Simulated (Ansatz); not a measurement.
`CC(C)[NH][InH2]`, relaxed with RKS PBE0-D4/def2-TZVP in Ansatz 0.2.0 from a GFN2-xTB geometry. The force threshold is 0.005 eV/Å; the program also tests the step.

The species carries charge 0 and has multiplicity 1. In: def2 effective core potential.

Start:

```xyz
15

C     0.581    0.962   -1.085
C    -0.620    0.144   -0.630
C    -0.315   -1.354   -0.739
N    -0.979    0.559    0.715
In    0.497    0.308    2.167
H     0.363    2.023   -0.976
H     1.442    0.718   -0.449
H     0.833    0.748   -2.121
H    -1.469    0.376   -1.292
H    -1.158   -1.940   -0.373
H     0.566   -1.585   -0.131
H    -0.118   -1.636   -1.772
H    -1.852    0.104    0.975
H     1.444   -1.106    2.550
H     0.786    1.679    3.161
```

Task: By how much does the energy fall, and how many steps does the optimiser take? (Estimate.)

Result: Computed: 44.60 kJ/mol, in 31 steps, 4 of them rejected.

Task: Which bonds change most? (An estimate is asked.)

Result: Ansatz gave: N4–In5 from 2.085 to 2.016 Å; In5–H14 from 1.745 to 1.708 Å; N4–H13 from 1.019 to 1.010 Å; C2–C3 from 1.532 to 1.524 Å.

Task: Give the relaxed structure. (Best estimate.)

Result: Ansatz gave: 
```xyz
15

C     0.853    0.564   -1.012
C    -0.501    0.068   -0.550
C    -0.716   -1.383   -0.966
N    -0.657    0.229    0.880
In    0.576    0.895    2.329
H     1.003    1.615   -0.751
H     1.657   -0.018   -0.549
H     0.950    0.467   -2.095
H    -1.264    0.674   -1.067
H    -1.694   -1.743   -0.636
H     0.049   -2.021   -0.515
H    -0.667   -1.495   -2.053
H    -1.550   -0.121    1.195
H     2.123    1.493    1.917
H    -0.162    0.776    3.873
```
